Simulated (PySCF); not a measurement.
**O: excitation energy**

O [He] 2s2 2p4 (3P) → O [He] 2s1 2p5 (3P), as a difference of total energies. All numbers are calculated (PySCF 2.14, the non-relativistic Hamiltonian (point nucleus), in aug-cc-pwCVTZ). Correlated levels: valence and next inner shell: nothing frozen. The calculations carry no spin-orbit coupling.

```tsv
method	excitation energy (cm⁻¹)
UHF	136080
MP2 (valence and next inner shell)	128870
SCS-MP2 (valence and next inner shell)	128520
CCSD (valence and next inner shell)	125850
CCSD(T) (valence and next inner shell)	123500
```

The upper state lies above the first ionisation limit, where it may autoionise and the basis confines it.

The coupled-cluster amplitudes are large for the upper state (T1 above 0.03 or a double amplitude above 0.15), so a single reference is strained.
